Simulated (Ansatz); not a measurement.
C6H11O (SMILES [CH]=C(O)C(C)(C)C), doublet, geometry from GFN2-xTB. Base run: Ansatz (a program for electronic structure) with PBE0/STO-3G.

Ansatz was given this input:
Ansatz 0.2 input:
```yaml
crystal:
  periodic: [false, false, false]
  atoms:
    - {symbol: C, position_ang: [2.03660239, -0.39385090, -0.15904060]}
    - {symbol: C, position_ang: [0.93407914, 0.05402729, 0.35414174]}
    - {symbol: O, position_ang: [0.86205798, 0.72367233, 1.55315465]}
    - {symbol: C, position_ang: [-0.47076416, -0.08062171, -0.27565624]}
    - {symbol: C, position_ang: [-1.01675095, 1.33215004, -0.48504091]}
    - {symbol: C, position_ang: [-1.34522641, -0.85072383, 0.71435691]}
    - {symbol: C, position_ang: [-0.41276935, -0.82173729, -1.60858508]}
    - {symbol: H, position_ang: [2.36315908, -0.91695682, -1.02164713]}
    - {symbol: H, position_ang: [1.74948268, 0.79270706, 1.92183243]}
    - {symbol: H, position_ang: [-1.04656027, 1.86886358, 0.45927667]}
    - {symbol: H, position_ang: [-0.38737928, 1.88387947, -1.18033435]}
    - {symbol: H, position_ang: [-2.02461895, 1.28363159, -0.89292164]}
    - {symbol: H, position_ang: [-1.37807242, -0.33419060, 1.66976274]}
    - {symbol: H, position_ang: [-2.35853223, -0.93537918, 0.32633190]}
    - {symbol: H, position_ang: [-0.94953853, -1.85193311, 0.87233829]}
    - {symbol: H, position_ang: [0.21500217, -0.28969942, -2.31930695]}
    - {symbol: H, position_ang: [-0.01607886, -1.82534155, -1.47553587]}
    - {symbol: H, position_ang: [-1.41435117, -0.90042129, -2.02608818]}
basis:
  gaussian:
    orbitals: STO-3G
hamiltonian:
  xc: pbe0
magnetization: {spin_polarized: true, initial_magnetization: 1}
```

Variants of this job, named by their change:

```
change                                                            ΔE vs base (kcal/mol)
----------------------------------------------------------------  ---------------------
base                                                                              0.000
point_charge = charge:1.0 position_ang:-4.3361, -3.5555, -2.9867                 -0.371
lower_state_search = light                                                        0.000
final_grid = 4, 8, 17                                                            -0.307
fitting.mean_field = def2-universal-JKFIT                                         -1.21
point_charge = charge:0.5 position_ang:0.6637, 4.9781, 2.9968                    -0.556
forces = on                                                                       0.000
final_grid = 14, 28, 59                                                           0.002
nuclear_model = gaussian                                                          0.013
fitting.mean_field = cc-pVTZ-JKFIT                                               -0.164
lower_state_search = off                                                          0.000
```
